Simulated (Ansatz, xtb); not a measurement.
# Two isomers of C4H3BF2O2

Structure a: `O=C1CC=C(B(F)F)O1`, a singlet. Structure b: `FB(F)Oc1ccco1`, a singlet. Both are isolated molecules in the gas phase, relaxed with PBE0-D3(BJ)/def2-SVP; the shapes shown needn't be the lowest conformers.

a (Å):

```xyz
12

C     0.7229   -0.2176   -1.8069
C     0.7809   -1.0844   -0.5581
C     0.0886   -0.2435    0.4534
C    -0.2883    0.9005   -0.1451
B    -1.0428    2.1041    0.4763
F    -1.3856    2.0598    1.7491
F    -1.3556    3.1717   -0.2195
O     1.1373   -0.4296   -2.9006
O     0.0715    0.9440   -1.4757
H     1.8316   -1.3147   -0.3129
H     0.2906   -2.0531   -0.7538
H    -0.0902   -0.4941    1.4979
```

b (Å):

```yaml
atoms:
  - { symbol: C, position_ang: [1.2676, 0.2508, -0.6532] }
  - { symbol: C, position_ang: [0.3490, 1.2500, -0.7906] }
  - { symbol: C, position_ang: [1.0170, 2.2548, -1.5641] }
  - { symbol: C, position_ang: [2.2644, 1.7783, -1.8218] }
  - { symbol: B, position_ang: [0.2662, -1.5087, 0.6384] }
  - { symbol: F, position_ang: [-0.8975, -0.9092, 0.8030] }
  - { symbol: F, position_ang: [0.4552, -2.6971, 1.1637] }
  - { symbol: O, position_ang: [1.2824, -0.9485, -0.0542] }
  - { symbol: O, position_ang: [2.4174, 0.5508, -1.2635] }
  - { symbol: H, position_ang: [-0.6616, 1.2655, -0.3950] }
  - { symbol: H, position_ang: [0.6100, 3.2115, -1.8842] }
  - { symbol: H, position_ang: [3.1234, 2.1665, -2.3606] }
```

Question: Estimate which is lower in electronic energy at CCSD(T)/def2-SVP + ΔMP2/def2-TZVPP, and by roughly how much.

Answer: The CCSD(T)/def2-SVP + ΔMP2/def2-TZVPP calculation puts structure b lower, by 48.3 kJ/mol.

How the difference moves with the method:

```csv
level,geometry,E(b) − E(a) (kJ/mol),departure from the last row (kJ/mol),"job, with rough time for the two"
GFN2-xTB,GFN2-xTB,−116.9,−68.6,"optimisation, 0.13 s"
HF/STO-3G,GFN2-xTB,−96.9,−48.5,"single point, 0.32 s"
r2SCAN-D4/def2-SVP,GFN2-xTB,−51.3,−3.0,"single point, 3 s"
PBE0-D3(BJ)/def2-SVP,PBE0-D3(BJ)/def2-SVP,−55.0,−6.7,"optimisation, 32 s"
HF/def2-SVP,PBE0-D3(BJ)/def2-SVP,−51.4,−3.1,part of the CCSD(T) run
MP2/def2-SVP,PBE0-D3(BJ)/def2-SVP,−62.3,−14.0,part of the CCSD(T) run
CCSD(T)/def2-SVP,PBE0-D3(BJ)/def2-SVP,−50.8,−2.5,single point
CCSD(T)/def2-SVP + ΔMP2/def2-TZVPP,PBE0-D3(BJ)/def2-SVP,−48.3,,"single point, 76 s"
```

As drawn, b has 1 B–O, 3 C∷C, 2 C∷O in place of 1 C=O, 2 C–C, 1 C=C, 1 C–B, 1 C–O (∷ is an aromatic bond). Structure a has a 5-membered ring, b a 5-membered ring (with an aromatic ring).

None of the levels shown reverses the order. The largest departure from CCSD(T)/def2-SVP + ΔMP2/def2-TZVPP is that of GFN2-xTB, 68.6 kJ/mol. The last row adds to CCSD(T) the change of the MP2 difference between the two basis sets, here +2.5 kJ/mol.

With thermal terms from frequencies at re-optimised GFN2-xTB minima (ideal gas, soft modes damped towards free rotors, one conformer each, 298.15 K, 1 atm): the zero-point term adds +3.4 kJ/mol; ΔH is −45.5 and ΔG −44.0 kJ/mol.

The correlated steps freeze 9 core orbitals. Codes used: Ansatz 0.2.0, xtb 6.7.1; the last row on 4 threads of Arm Neoverse V2 on a shared host.
